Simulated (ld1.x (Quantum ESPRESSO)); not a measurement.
# Configuration tests for Al (TM)

Al (Z = 13), norm-conserving Troullier–Martins (Kleinman–Bylander form), made with ld1.x (Quantum ESPRESSO) 7.5 (PBE, scalar-relativistic). Core [Ne], reference 3s2 3p1. Waves: 3p (bound): rc 2.30 bohr; 3d channel at -0.05 Ry: rc 2.50 bohr; 3s (bound): rc 1.50 bohr. Local part: the s channel. Core correction: none.

Energies are relative to the spin-unpolarised reference configuration 3s2 3p1; without spin polarisation the order of configurations can differ from experiment. The frozen-core shift is the all-electron ΔE with the core orbitals held at their reference shape minus the fully relaxed ΔE.

Q: Give the all-electron excitation energy and the error of the potential for: 3s2 3p0; 3s1 3p0; 3s2 3p0.5; 3s2 3p1.3; 3s1 3p2; 3s0 3p3; 3s1 3p1.

A:

```
valence configuration  charge  ΔE all-electron (eV)  error AE − PS (meV)  frozen-core shift (meV)
              3s2 3p0      +1                 5.761                 -1.9                     +0.9
              3s1 3p0      +2                24.987                  +23                      +20
            3s2 3p0.5    +0.5                 2.086                 -0.2                     +0.1
            3s2 3p1.3    -0.3                -0.575                  0.0                      0.0
              3s1 3p2       0                 5.139                 +7.2                     +1.5
              3s0 3p3       0                10.451                  +46                     +5.9
              3s1 3p1      +1                11.571                  +12                     +4.3
```

Levels in the configuration 3s2 3p0:

```
level  all-electron (eV)  pseudo (eV)
   3s            -14.810      -14.813
```
